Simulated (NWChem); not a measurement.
Species: C3H9F3Si2; SMILES C[Si]([Si](F)(F)F)(C)C

```xyz
17

C      1.6037    -0.8130    -1.7745
Si     0.0000     0.0000    -1.1812
C     -0.0978     1.7953    -1.7745
C     -1.5059    -0.9824    -1.7745
Si     0.0000     0.0000     1.1540
F     -1.3242     0.6711     1.7723
F      1.2433     0.8113     1.7723
F      0.0809    -1.4824     1.7723
H      2.4873    -0.2675    -1.4246
H      1.6358    -0.8294    -2.8712
H      1.6863    -1.8480    -1.4242
H      0.7573     2.3843    -1.4242
H     -1.0120     2.2879    -1.4246
H     -0.0996     1.8313    -2.8712
H     -1.5362    -1.0019    -2.8712
H     -1.4753    -2.0204    -1.4246
H     -2.4435    -0.5364    -1.4242
```
Atoms are numbered in this order, from 1.

Computed with NWChem. Pople sets run with spherical d functions. STO-3G and 3-21G are far too small for this property and stand as cheap habits. Coordinates come from a B3LYP/6-31G* (spherical d) optimisation. No frequency run checked for a minimum. Field at 589 nm.

Q: Among these, which level gives the lowest value of “isotropic polarisability (bohr³)”?
A. B3LYP/STO-3G
B. B3LYP/6-31G*
C. B3LYP/def2-SVP

A: A, B3LYP/STO-3G. Values: B3LYP/STO-3G 43.5; B3LYP/6-31G* 75.0; B3LYP/def2-SVP 77.1
